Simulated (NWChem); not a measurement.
# InHSeF2; SMILES [F][In]([F])[SeH]

```xyz
5

In    -0.0569    -0.6740     0.0007
F      1.4545    -1.9005    -0.0005
F     -1.7841    -1.5778     0.0010
Se     0.1494     1.7954     0.0019
H     -1.3203     1.9088     0.0027
```
Atoms are numbered in this order, from 1.

Level: PBE0/def2-SVP with def2 effective core potentials on In (NWChem), optimised geometry, unscaled harmonic frequencies. This build's default masses of Se (78.918 u) and Br (79.917 u) are each other's, which moves their modes by up to 0.6 %. def2 effective core potentials on In; no spin-orbit coupling.

Q: List the harmonic frequencies with IR intensities, and the thermochemistry.

A: 
| frequency (cm⁻¹) | IR intensity (km/mol) |
|---|---|
| 76 | 8.3 |
| 121 | 27.2 |
| 134 | 32.0 |
| 210 | 8.5 |
| 252 | 11.9 |
| 614 | 59.4 |
| 631 | 60.9 |
| 636 | 5.3 |
| 2443 | 2.6 |

The zero-point energy is 7.3 kcal/mol, the thermal correction to the enthalpy at 298.15 K (with zero-point energy) comes out as 11.9 kcal/mol and the heat capacity Cv is 18.3 cal/(mol K). The entropy at 298.15 K and 1 atm (symmetry number 1) is 85.6 cal/(mol K).

Rigid rotor and harmonic oscillator; modes under 100 cm⁻¹ make the entropy uncertain.
